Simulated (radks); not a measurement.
The numbers below are computed, except where a source is named.
Task: The mean radii <r> (bohr) of the occupied orbitals of an atom or ion are listed with their occupations. Code: a radial shooting solver on a logarithmic mesh with Libxc functionals. Model: scalar-relativistic Kohn-Sham, PBEsol, spin-polarised, spherical densities, finite nucleus; Fermi nuclear charge, rms radius of each element as measured or else 0.836 A^(1/3) + 0.57 fm.

orbital  occ.      <r>
1s up       1  0.01967
1s down     1  0.01967
2s up       1  0.08336
2s down     1  0.08336
2p up       3  0.07416
2p down     3  0.07416
3s up       1   0.2168
3s down     1   0.2168
3p up       3   0.2163
3p down     3   0.2163
3d up       5   0.1961
3d down     5   0.1961
4s up       1   0.4883
4s down     1   0.4882
4p up       3   0.5188
4p down     3   0.5186
4d up       5   0.5609
4d down     5   0.5604
5s up       1    1.194
5p up       3    1.409
5p down     3    1.417
4f up       7   0.7628
4f down     7   0.7602
6s up       1    3.283
6s down     1    3.297

Name the element and its charge. Open shells, if any, are filled with parallel spins first.

Result: Z = 70, ytterbium, charge +1: Yb+ in [Kr] 4d10 4f14 5s1 5p6 6s2. The 1s radius gives Z: for a bare nucleus <r> = (2 gamma + 1)/(2Z) with gamma = sqrt(1 - (Z/c)^2), 0.01942 bohr for Z = 70, and screening makes it slightly larger (0.01967 here). The occupations add up to 69, and the charge is Z minus that.
